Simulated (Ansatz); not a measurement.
CHGeN, SMILES `N#[C][GeH]` (lower singlet) (charge 0, multiplicity 1). This singlet lies 1.44 eV below the relaxed triplet at the level B3LYP/cc-pVTZ // PBE0-D3(BJ)/def2-TZVP (Ansatz, a program for electronic structure).

Cartesian coordinates (Å):
SMILES: [GeH][C]#N
```xyz
4

N      1.8561    -0.0475     0.4555
C      0.7814     0.0939     0.0525
Ge    -0.9583     0.4723    -0.7835
H     -1.6792    -0.5187     0.2286
```
Charge 0, multiplicity 1.

The restricted HF start is unstable towards unrestricted orbitals.

Problem. Give the natural occupations of the active orbitals, the CASSCF energy and the corrected energy for frozen-core fic-MRCISD+Q@CASSCF(2e,2o)/cc-pVTZ // PBE0-D3(BJ)/def2-TZVP (Ansatz).

Solution. 
```yaml
natural_occupations: 1.93, 0.07
CASSCF energy: -2168.3230 Ha
corrected_energy: -2168.8157 Ha
weight_of_the_reference: 0.878
```
